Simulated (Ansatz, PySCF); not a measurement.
Reaction (SMILES): C (CH4) -> [CH3-] + H+
Structures are relaxed separately at B3LYP-D3(BJ)/def2-TZVP in Ansatz (a quantum-chemistry and plane-wave program).
Geometry of the first species:
```
C
H 1 1.0892
H 1 1.0892 2 109.47
H 1 1.0892 2 109.47 3 120.00
H 1 1.0892 2 109.47 3 -120.00
```
Charge 0, spin multiplicity 1.

Wanted: gas-phase deprotonation energy (enthalpy at 298 K, with B3LYP-D3(BJ) rigid-rotor harmonic-oscillator terms from PySCF), in kJ/mol. Correlated levels leave the core frozen unless marked. No spin-orbit coupling. Non-relativistic. Anions need diffuse functions: def2-D sets add few; the other sets have none. Basis-set limits of correlation are two-point, X^-3; Hartree-Fock from the larger set.

CCSD(T)/CBS(def2-TZVPPD,def2-QZVPPD) (Ansatz) gives 1755.9 kJ/mol.

Q: Another calculation gave 1764.1 kJ/mol. Which level was it?
A) TPSS/def2-TZVPD (PySCF)
B) BLYP/def2-TZVPD (Ansatz)
C) SVWN5/def2-TZVPD (Ansatz)
D) HF/def2-TZVPD (PySCF)

A: A, TPSS/def2-TZVPD (PySCF). The others give 1713.0 (SVWN5), 1787.6 (HF), 1741.5 (BLYP) kJ/mol.
